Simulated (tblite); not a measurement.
A tight-binding relaxation on `CC#C[C]1C=C(Cl)CC1` [radical].

Computed with GFN2-xTB geometry optimisation, gas phase (tblite 0.8.0). Start geometry: from a force field or distance geometry. The input is one job of a driver script: a line of settings, then coordinates in Å.

Command:
```bash
OMP_NUM_THREADS=1 python probes_run.py task.json out
```

Input:
```
{"job": {"kind": "relax", "xc": "GFN2-xTB", "basis": "xTB"}, "charge": 0, "multiplicity": 2}
C      3.403100    -1.487200     0.909100
C      2.075700    -0.934200     0.561800
C      1.010400    -0.495800     0.297900
C     -0.267300     0.040800    -0.040000
C     -1.511600    -0.626300     0.247400
C     -2.521000     0.135000    -0.194300
Cl    -4.166200    -0.243100    -0.082700
C     -2.060000     1.419700    -0.810300
C     -0.530500     1.341100    -0.703900
H      3.865800    -0.894600     1.703000
H      4.051500    -1.481100     0.035600
H      3.304200    -2.519100     1.265800
H     -1.604000    -1.585800     0.730800
H     -2.375500     1.483300    -1.864400
H     -2.459600     2.292700    -0.272000
H     -0.074700     1.383000    -1.684800
H     -0.147400     2.183700    -0.108900
```

Output:
```
step      E/eV     max force
  0    -698.03015    4.803
  1    -697.75814    8.359
  2    -698.18594    0.959
  3    -698.19613    0.334
  4    -698.20024    0.239
  5    -698.20585    0.121
  6    -698.20760    0.117
  7    -698.21084    0.127
  8    -698.21229    0.099
  9    -698.21315    0.067
... (19 lines left out)
 29    -698.21545    0.021
 30    -698.21549    0.018
 31    -698.21552    0.019
 32    -698.21556    0.024
 33    -698.21563    0.029
 34    -698.21574    0.028
 35    -698.21585    0.024
 36    -698.21591    0.019
 37    -698.21595    0.012
 38    -698.21597    0.009
```

«max force» is the largest atomic force in eV/Å.

Problem. From which step on does the largest force stay under 0.1 eV/Å, and how much energy is left to gain from there?

Solution. From step 8 (0.099 eV/Å), 3.7 meV above the end.

Main results: energy lowered by 4.3 kcal/mol over 38 steps; largest atomic force 0.009 eV/Å at the end.

Problem. Where do the atoms end?

Solution. 0.049 Å rms from the input after alignment:
```
atom  x, y, z in Å
C1     3.3808   -1.4510    0.8923
C2     2.0711   -0.9365    0.5731
C3     0.9683   -0.5109    0.3049
C4    -0.2829   -0.0190   -0.0046
C5    -1.5096   -0.6393    0.2486
C6    -2.5322    0.1474   -0.1960
Cl7   -4.2001   -0.2041   -0.0958
C8    -2.0394    1.4192   -0.8137
C9    -0.5106    1.3077   -0.6834
H10    3.8439   -0.8458    1.6738
H11    4.0205   -1.4257    0.0086
H12    3.3042   -2.4801    1.2442
H13   -1.6192   -1.5966    0.7248
H14   -2.3603    1.4993   -1.8555
H15   -2.4349    2.2915   -0.2870
H16   -0.0145    1.3334   -1.6564
H17   -0.0920    2.1224   -0.0878
```

Hardware: one thread of an Arm Neoverse V2, on a shared host. Cost: 0.23 s.
Labels such as C1 count atoms from 1, the log's own numbers from 0.
